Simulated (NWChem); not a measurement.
System: ZrNH2OCl; SMILES [Zr]([OH])([Cl])=[NH]

```xyz
6

Zr    -0.0783     0.3585     0.1429
N     -1.6196     1.0546    -0.4828
H     -2.4571     1.4139    -0.9332
Cl     0.1598    -2.0222    -0.1456
O      1.4371     1.5217    -0.2196
H      1.6474     2.3492    -0.6591
```
Atoms are numbered in this order, from 1.

Level: PBE0/def2-SVP with def2 effective core potentials on Zr (NWChem), optimised geometry, unscaled harmonic frequencies. def2 effective core potentials on Zr; no spin-orbit coupling.

```
frequency (cm⁻¹)  IR intensity (km/mol)
----------------  ---------------------
75                                 14.2
131                                 1.0
191                                17.5
368                                98.6
415                               155.6
518                               202.1
561                                87.8
678                               184.5
704                               167.8
955                               160.1
3641                               90.7
3958                              203.3
```

```yaml
zero_point_energy: 17.4 kcal/mol
thermal correction to the enthalpy at 298.15 K (with zero-point energy): 21.9 kcal/mol
heat capacity Cv: 19.1 cal/(mol K)
entropy at 298.15 K and 1 atm (symmetry number 1): 81.1 cal/(mol K)
```

Rigid rotor and harmonic oscillator; modes under 100 cm⁻¹ make the entropy uncertain.
